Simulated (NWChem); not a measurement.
System meant: AlNH$_{3}$Br; SMILES [NH2][AlH][Br]

NWChem input:

```
start job
memory heap 200 mb stack 900 mb global 1100 mb
geometry units angstroms noautoz
  Al    -0.577357     1.085024     0.000000
  H     -2.123653     1.384781     0.000000
  Br     0.188415    -1.043500     0.000000
  N      0.614772     2.383669     0.000000
  H      1.620801     2.255621     0.000000
  H      0.386431     3.371988     0.000000
end
basis spherical
  Al library def2-svp
  H library def2-svp
  Br library def2-svp
  N library def2-svp
end
dft
  odft
  mult 2
  xc pbe0
  iterations 150
  mulliken
end
task dft energy
```

End of the output:

```
 Summary of "ao basis" -> "" (spherical)
 ------------------------------------------------------------------------------
       Tag                 Description            Shells   Functions and Types
 ---------------- ------------------------------  ------  ---------------------
 Al                         def2-svp                 8       18   4s3p1d
 H                          def2-svp                 3        5   2s1p
 Br                         def2-svp                12       32   5s4p3d
 N                          def2-svp                 6       14   3s2p1d

                                 NWChem DFT Module
                                 -----------------

 Summary of "ao basis" -> "ao basis" (spherical)
 ------------------------------------------------------------------------------
       Tag                 Description            Shells   Functions and Types
 ---------------- ------------------------------  ------  ---------------------
 Al                         def2-svp                 8       18   4s3p1d
 H                          def2-svp                 3        5   2s1p
 Br                         def2-svp                12       32   5s4p3d
 N                          def2-svp                 6       14   3s2p1d

      Symmetry analysis of basis
      --------------------------

        a'         57
        a"         22

  number of electrons :                   58
  multiplicity        :                    2
 ------------------------------------------------------------------------
  no. of electrons and multiplicity not compatible                  58
 ------------------------------------------------------------------------
 ------------------------------------------------------------------------
  current input line :
    24: task dft energy
 ------------------------------------------------------------------------
 ------------------------------------------------------------------------
 There is an error in the input file
 ------------------------------------------------------------------------
 For more information see the NWChem manual at https://nwchemgit.github.io

0: no. of electrons and multiplicity not compatible:Received an Error in Communication
```

Find the fault in this run and fix the input.

The program refused the input. Cause: the multiplicity doesn't fit the number of electrons (an even count wants an odd multiplicity, and the reverse). This input runs:
```
start job
memory heap 200 mb stack 900 mb global 1100 mb
geometry units angstroms noautoz
  Al    -0.577357     1.085024     0.000000
  H     -2.123653     1.384781     0.000000
  Br     0.188415    -1.043500     0.000000
  N      0.614772     2.383669     0.000000
  H      1.620801     2.255621     0.000000
  H      0.386431     3.371988     0.000000
end
basis spherical
  Al library def2-svp
  H library def2-svp
  Br library def2-svp
  N library def2-svp
end
dft
  xc pbe0
  iterations 150
  mulliken
end
task dft energy
```
It converges to -2872.33268 Ha (PBE0/def2-SVP).
